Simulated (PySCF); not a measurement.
## Ionisation energy of Ti⁺ by level of theory

Ti⁺ [Ar] 3d2 4s1 (4F) → Ti²⁺ [Ar] 3d2 (3F), as a difference of total energies. All numbers are calculated (PySCF 2.14, the spin-free X2C one-electron Hamiltonian (Gaussian nucleus), in jorge-DZP-DKH (8s6p2d1f, 43 functions)). Correlated levels: valence: [Ar] frozen. The calculations carry no spin-orbit coupling.

```csv
method,ionisation energy (eV)
UHF,12.916
LDA,14.145
TPSS,13.642
MP2 (valence),13.040
SCS-MP2 (valence),12.957
```

Question: How much does correlation contribute at MP2 (valence)?

Answer: 13.040 − (12.916) = 0.124 eV, measured against UHF.

The reference lies between the lowest fine-structure levels, while these numbers refer to the centres of the terms.

Errors of the correlated levels include the incompleteness of this basis and the frozen core.

For comparison: 13.575 eV (measured; NIST Atomic Spectra Database, ionization energies).
